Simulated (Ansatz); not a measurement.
Ga, charge +2, quartet (a state made from the parent by changing its charge; the spin is typed, not shown lowest); B3LYP/aug-cc-pVDZ (Ansatz, a quantum-chemistry and plane-wave program).

The Ansatz input:
Ansatz 0.2 input:
```yaml
crystal:
  periodic: [false, false, false]
  atoms:
    - {symbol: Ga, position_ang: [0.00000000, 0.00000000, 0.00000000]}
basis:
  gaussian:
    orbitals: aug-cc-pVDZ
hamiltonian:
  xc: b3lyp
total_charge: 2
magnetization: {spin_polarized: false, initial_magnetization: 3}
```

What the program printed (banner, timings and long lists left out):

```
Functional definition: B3LYP
244 factors; integrals over basis functions are off by at most 6.6e-5 eV
mean field evaluation 1: about -52323.2385 eV, gradient 2.2e1 eV
mean field evaluation 2: about -52323.2401 eV, gradient 2.2e1 eV
mean field evaluation 4: about -52323.8553 eV, gradient 1.4e-1 eV
mean field evaluation 8: about -52323.8564 eV, gradient 2.2e-3 eV
mean field evaluation 16: about -52323.8961 eV, gradient 3.3e-1 eV
mean field evaluation 32: about -52323.8564 eV, gradient 1.6e-5 eV
mean field -52324.01880386 eV, -1922.8722245480 hartree, gradient 7.2e-6 eV, S^2 3.750000; 8 other end points of the search recorded, 0 dependent functions left out
reference -52324.01904535 eV, -1922.8722334228 hartree; 16, 13 occupied and 20, 23 virtual orbitals, 244 factors
Total energy: -52324.01904535 eV, -1922.8722334228 hartree
```
